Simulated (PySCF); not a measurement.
# Ir: excitation energy

Ir [Xe] 4f14 5d7 6s2 (4F) → Ir [Xe] 4f14 5d6 6s2 6p1 (high-spin determinant), as a difference of total energies. All numbers are calculated (PySCF 2.14, scalar relativity through the core potential, in def2-QZVPPD with the def2 core potential (60 electrons) (7s5p4d4f2g, 88 functions)). Correlated levels: valence: 5s2 5p6 frozen; valence and next inner shell: nothing frozen outside the core potential. The calculations carry no spin-orbit coupling.

```
                                method  excitation energy (eV)
                                   UHF                   4.373
                                   LDA                   5.676
                                   PBE                   5.673
                                  PBE0                   5.489
                                r2SCAN                   5.585
                               r2SCANh                   5.519
                                  BP86                   5.739
                                revPBE                   5.683
                                 B97-3                   5.664
                         MP2 (valence)                   5.470
                     SCS-MP2 (valence)                   5.697
    MP2 (valence and next inner shell)                   5.283
SCS-MP2 (valence and next inner shell)                   5.391
```

Problem. How much does correlation contribute at MP2 (valence and next inner shell)?

Solution. 5.283 − (4.373) = 0.910 eV, measured against UHF.

The determinant of the upper state mixes LS terms, which raises its energy above the lowest term, most at the Hartree-Fock and MP2 levels.
